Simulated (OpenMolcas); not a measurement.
An OpenMolcas run meant for Rb I (ANO-RCC-VQZP, DKH4; inactive shells 1s 2s 2p 3s 3p 3d 4s 4p; intended active space 1 electron in 4 orbitals (5s 5p)). One step of its input:

```
&CASPT2
Multistate=1 1
Frozen=8 6
IPEA=1.5
Imaginary=0.1
MaxIter=60
WThr=0.0 0.3 0.05
PrWF=0.5
NoMix
```

The run finished. Its levels beside those of a sound run (SS-CASPT2, IPEA 0.25 Eh, imaginary shift 0.1 Eh (closed shells correlated: 4s 4p)), in cm-1 above each run's lowest level:

```tsv
Level	This run	Usual run
5s 2S 1/2	0.0	0.0
5p 2P* 1/2	12067	12537
5p 2P* 3/2	12203	12672
```

Which setting is unsound, and how much does it matter here?

The IPEA shift is far above its usual 0.25 hartree. Against the sound run the excited levels shown move by 470 cm-1 on average and by 470 cm-1 at most.

ANO sets are built for ground and valence states and can reach diffuse excited orbitals poorly. With one active electron, CASPT2 adds the correlation within the correlated inactive shells and between them and that electron, and leaves the splitting within a term as the reference gives it. Only configurations of the active space appear.

* marks odd parity.
